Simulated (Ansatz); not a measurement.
Li4Br3⁺, relaxed as a singlet with RKS r2SCAN-D4/def2-SVP in Ansatz, starting from the GFN2-xTB geometry. Force threshold 0.02 eV/Å.

Another isomer (singlet) lies 0.90 eV lower at PBE0-D4/def2-TZVP; other spin states weren't run for this one.

Start:

```xyz
7

Li    0.548   -1.349   -1.422
Li   -1.115    0.810    1.328
Li   -2.844   -3.158    0.835
Li    2.250    2.376   -0.444
Br    0.451    2.466    1.121
Br    2.086    0.332   -1.668
Br   -1.377   -1.477    0.250
```

Task: Estimate the energy that the relaxation releases and the steps that it takes.

Result: 0.14 eV, in 4 steps; 11 s on 4 threads of Arm Neoverse V1 on a shared host. No frequencies were taken in this run, so the end may be a saddle point.

Task: Does the start keep its bonding?

Result: By distances, no bond broke or formed. The bond that changes most is Li3–Br7, from 2.31 to 2.36 Å (atoms count from 1).

Task: Predict the relaxed structure.

Result: 
```xyz
7

Li    0.578   -1.272   -1.384
Li   -1.010    0.854    1.273
Li   -2.842   -3.177    0.822
Li    1.996    2.130   -0.403
Br    0.410    2.648    1.283
Br    2.226    0.251   -1.837
Br   -1.357   -1.434    0.246
```
Bond lengths (bridged metal pairs left out): 7 × Br–Li 2.29 to 2.54 Å.
